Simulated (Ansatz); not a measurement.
Ansatz (a program for electronic structure) input (B3LYP-D3(BJ)/def2-TZVP):

Ansatz 0.2 input:
```yaml
crystal:
  periodic: [false, false, false]
  atoms:
    - {symbol: Na, position_ang: [-1.05033577, -0.70080963, -0.82313112]}
    - {symbol: O, position_ang: [0.23892855, -0.00274001, 0.24052644]}
    - {symbol: H, position_ang: [0.74293084, 0.69988650, 0.64439910]}
basis:
  gaussian:
    orbitals: def2-TZVP
hamiltonian:
  xc: b3lyp
  dispersion: d3bj
relax: {f_tol: 0.002, max_steps: 150}
```

Output:

```
Functional definition: B3LYP
integrals: 0.01 GiB planned
472 factors; their error is unknown
mean field: 0.14 GiB planned
mean field evaluation 1: about -6471.7053 eV, gradient 7.4e1 eV
mean field evaluation 2: about -6337.1151 eV, gradient 1.7e2 eV
mean field evaluation 4: about -6480.8737 eV, gradient 5.3e0 eV
mean field evaluation 8: about -6480.9573 eV, gradient 1.7e-1 eV
mean field evaluation 16: about -6480.9573 eV, gradient 2.6e-5 eV
mean field -6480.95728942 eV, -238.1707874354 hartree, gradient 2.6e-5 eV, S^2 0.000000; 0 other end points of the search recorded, 0 dependent functions left out
the calculation of the forces begins
reference -6480.95750620 eV, -238.1707954021 hartree; 10, 10 occupied and 59, 59 virtual orbitals, 472 factors
relax step   1: F+E_penalty+E_count = -6480.99364238 eV  Δ(F+E_penalty+E_count) = +0.000e0 eV  max|allowed force component| = 1.538e0 eV/Å  Δτ_max = 0.0000 Å  (28 SCF iters, accepted)
these checks for a lower state are left out or cut short: starts, cluster_reference, orbital_swaps, neighbouring_geometries, increment
integrals: 0.01 GiB planned
472 factors; their error is unknown
mean field: 0.14 GiB planned
mean field -6481.04750856 eV, -238.1741029278 hartree, gradient 6.5e-6 eV, S^2 0.000000; 0 other end points of the search recorded, 0 dependent functions left out
the calculation of the forces begins
reference -6481.04772496 eV, -238.1741108802 hartree; 10, 10 occupied and 59, 59 virtual orbitals, 472 factors
relax step   2: F+E_penalty+E_count = -6481.08371145 eV  Δ(F+E_penalty+E_count) = -9.007e-2 eV  max|allowed force component| = 8.144e-1 eV/Å  Δτ_max = 0.0378 Å  (30 SCF iters, accepted)
these checks for a lower state are left out or cut short: starts, cluster_reference, orbital_swaps, neighbouring_geometries, increment
integrals: 0.01 GiB planned
472 factors; their error is unknown
mean field: 0.14 GiB planned
mean field evaluation 32: about -6481.0931 eV, gradient 6.5e-6 eV
mean field -6481.09313396 eV, -238.1757796303 hartree, gradient 6.5e-6 eV, S^2 0.000000; 0 other end points of the search recorded, 0 dependent functions left out
the calculation of the forces begins
reference -6481.09334980 eV, -238.1757875624 hartree; 10, 10 occupied and 59, 59 virtual orbitals, 472 factors
relax step   3: F+E_penalty+E_count = -6481.12909032 eV  Δ(F+E_penalty+E_count) = -4.538e-2 eV  max|allowed force component| = 1.213e-1 eV/Å  Δτ_max = 0.0489 Å  (29 SCF iters, accepted)
these checks for a lower state are left out or cut short: starts, cluster_reference, orbital_swaps, neighbouring_geometries, increment
integrals: 0.01 GiB planned
472 factors; their error is unknown
mean field: 0.14 GiB planned
mean field -6481.09314236 eV, -238.1757799390 hartree, gradient 1.2e-5 eV, S^2 0.000000; 0 other end points of the search recorded, 0 dependent functions left out
the calculation of the forces begins
reference -6481.09335586 eV, -238.1757877852 hartree; 10, 10 occupied and 59, 59 virtual orbitals, 472 factors
relax step   4: F+E_penalty+E_count = -6481.12900827 eV  Δ(F+E_penalty+E_count) = +8.205e-5 eV  max|allowed force component| = 4.594e-1 eV/Å  Δτ_max = 0.0849 Å  (29 SCF iters, rejected (line search))
these checks for a lower state are left out or cut short: starts, cluster_reference, orbital_swaps, neighbouring_geometries, increment
integrals: 0.01 GiB planned
472 factors; their error is unknown
mean field: 0.14 GiB planned
mean field -6481.09606299 eV, -238.1758872700 hartree, gradient 1.7e-5 eV, S^2 0.000000; 0 other end points of the search recorded, 0 dependent functions left out
the calculation of the forces begins
reference -6481.09627752 eV, -238.1758951542 hartree; 10, 10 occupied and 59, 59 virtual orbitals, 472 factors
relax step   5: F+E_penalty+E_count = -6481.13191808 eV  Δ(F+E_penalty+E_count) = -2.828e-3 eV  max|allowed force component| = 1.059e-1 eV/Å  Δτ_max = 0.0414 Å  (29 SCF iters, accepted)
these checks for a lower state are left out or cut short: starts, cluster_reference, orbital_swaps, neighbouring_geometries, increment
integrals: 0.01 GiB planned
472 factors; their error is unknown
mean field: 0.14 GiB planned
mean field -6481.09825261 eV, -238.1759677371 hartree, gradient 1.2e-5 eV, S^2 0.000000; 0 other end points of the search recorded, 0 dependent functions left out
the calculation of the forces begins
reference -6481.09846585 eV, -238.1759755735 hartree; 10, 10 occupied and 59, 59 virtual orbitals, 472 factors
relax step   6: F+E_penalty+E_count = -6481.13406644 eV  Δ(F+E_penalty+E_count) = -2.148e-3 eV  max|allowed force component| = 1.445e-2 eV/Å  Δτ_max = 0.0778 Å  (29 SCF iters, accepted)
these checks for a lower state are left out or cut short: starts, cluster_reference, orbital_swaps, neighbouring_geometries, increment
integrals: 0.01 GiB planned
472 factors; their error is unknown
mean field: 0.14 GiB planned
mean field evaluation 64: about -6481.0984 eV, gradient 6.2e-6 eV
mean field -6481.09841291 eV, -238.1759736282 hartree, gradient 6.2e-6 eV, S^2 0.000000; 0 other end points of the search recorded, 0 dependent functions left out
the calculation of the forces begins
reference -6481.09862604 eV, -238.1759814605 hartree; 10, 10 occupied and 59, 59 virtual orbitals, 472 factors
relax step   7: F+E_penalty+E_count = -6481.13422077 eV  Δ(F+E_penalty+E_count) = -1.543e-4 eV  max|allowed force component| = 4.252e-3 eV/Å  Δτ_max = 0.0197 Å  (30 SCF iters, accepted)
these checks for a lower state are left out or cut short: starts, cluster_reference, orbital_swaps, neighbouring_geometries, increment
integrals: 0.01 GiB planned
472 factors; their error is unknown
mean field: 0.14 GiB planned
mean field -6481.09843448 eV, -238.1759744209 hartree, gradient 5.8e-6 eV, S^2 0.000000; 0 other end points of the search recorded, 0 dependent functions left out
the calculation of the forces begins
reference -6481.09864759 eV, -238.1759822526 hartree; 10, 10 occupied and 59, 59 virtual orbitals, 472 factors
relax step   8: F+E_penalty+E_count = -6481.13424233 eV  Δ(F+E_penalty+E_count) = -2.156e-5 eV  max|allowed force component| = 7.712e-4 eV/Å  Δτ_max = 0.0082 Å  (29 SCF iters, accepted)
these checks for a lower state are left out or cut short: starts, cluster_reference, orbital_swaps, neighbouring_geometries, increment
integrals: 0.01 GiB planned
472 factors; their error is unknown
mean field: 0.14 GiB planned
mean field -6481.09843658 eV, -238.1759744979 hartree, gradient 5.7e-6 eV, S^2 0.000000; 0 other end points of the search recorded, 0 dependent functions left out
the calculation of the forces begins
reference -6481.09864969 eV, -238.1759823296 hartree; 10, 10 occupied and 59, 59 virtual orbitals, 472 factors
relax step   9: F+E_penalty+E_count = -6481.13424378 eV  Δ(F+E_penalty+E_count) = -1.448e-6 eV  max|allowed force component| = 2.460e-3 eV/Å  Δτ_max = 0.0033 Å  (30 SCF iters, accepted)
these checks for a lower state are left out or cut short: starts, cluster_reference, orbital_swaps, neighbouring_geometries, increment
integrals: 0.01 GiB planned
472 factors; their error is unknown
mean field: 0.14 GiB planned
mean field -6481.09843625 eV, -238.1759744859 hartree, gradient 7.1e-5 eV, S^2 0.000000; 0 other end points of the search recorded, 0 dependent functions left out
the calculation of the forces begins
reference -6481.09864936 eV, -238.1759823176 hartree; 10, 10 occupied and 59, 59 virtual orbitals, 472 factors
relax step  10: F+E_penalty+E_count = -6481.13424395 eV  Δ(F+E_penalty+E_count) = -1.668e-7 eV  max|allowed force component| = 6.809e-4 eV/Å  Δτ_max = 0.0002 Å  (19 SCF iters, accepted)
integrals: 0.01 GiB planned
472 factors; their error is unknown
mean field: 0.14 GiB planned
mean field evaluation 96: about -6481.0984 eV, gradient 1.4e-2 eV
mean field -6481.09843625 eV, -238.1759744859 hartree, gradient 7.1e-5 eV, S^2 0.000000; 1 other end points of the search recorded, 0 dependent functions left out
the calculation of the forces begins
reference -6481.09864936 eV, -238.1759823176 hartree; 10, 10 occupied and 59, 59 virtual orbitals, 472 factors
Total energy: -6481.13445706 eV, -238.1772982262 hartree
Atom 0 at    -1.100554    -0.800290    -0.862554 Å, force    -0.000179    -0.000127    -0.000147 eV/Å
Atom 1 at     0.195903     0.161026     0.199835 Å, force     0.000681     0.000485     0.000559 eV/Å
Atom 2 at     0.836175     0.635600     0.724514 Å, force    -0.000502    -0.000358    -0.000412 eV/Å
Dipole moment:    -0.858374    -0.636515    -0.703399 e Å
```
